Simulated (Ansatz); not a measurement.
Species: H$_{3}$Sn, SMILES `[SnH3]` (charge 0, multiplicity 2).

**Question.** Give a relaxed geometry from Ansatz (an electronic-structure program) with PBE0-D3(BJ)/def2-TZVP.

**Answer.** the end point of this relaxation (outside a Z-matrix the atoms follow the SMILES, hydrogens last).
Cartesian coordinates (Å) in one orientation:
```xyz
4

Sn     0.002     0.000     0.424
H     -0.066     1.618    -0.140
H      1.433    -0.752    -0.149
H     -1.369    -0.866    -0.135
```
